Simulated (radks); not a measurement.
The numbers below are computed, except where a source is named.
A nucleus of charge 26.4 with 26 electrons, configuration [Ar] 3d6 4s2.

Code: a radial shooting solver on a logarithmic mesh with Libxc functionals. Model: scalar-relativistic Kohn-Sham, PBE, spin-polarised, spherical densities, point nucleus; open shells are filled with parallel spins first.

Energy parts (eV):
| part | energy |
|---|---|
| total | -35917.040 |
| kinetic | 36360.997 |
| electron-nucleus | -85815.369 |
| Hartree | 15089.134 |
| exchange-correlation | -1551.802 |

Orbitals (lengths in bohr, moments of r in powers of bohr; r(90%) holds 90 % of the orbital's charge):
orbital  occ.  eigenvalue (eV)       <r^4>   <1/r>  r(90%)
1s down     1        -7238.700  0.00005096   26.40   0.103
1s up       1        -7238.695  0.00005096   26.40   0.103
2s up       1        -857.2682     0.01154   5.656   0.407
2s down     1        -855.2660     0.01146   5.665   0.406
2p up       3        -732.6565    0.008805   5.550   0.379
2p down     3        -731.1421    0.008722   5.558   0.378
3s up       1        -104.6284      0.8523   1.788    1.19
3s down     1        -100.1543      0.8707   1.779    1.19
3p up       3         -69.4559       1.187   1.648    1.29
3p down     3         -65.0778       1.236   1.636    1.30
3d up       5         -14.5308       5.420   1.284    1.80
3d down     1         -10.6043       8.415   1.234    1.98
4s up       1          -9.0187       118.5  0.4829    4.08
4s down     1          -8.1881       145.3  0.4561    4.30

The highest occupied level is 4s down at -8.188 eV. The density falls to 0.001 e/bohr^3 at r = 4.26 bohr. Spin moment in Bohr magnetons: 4.
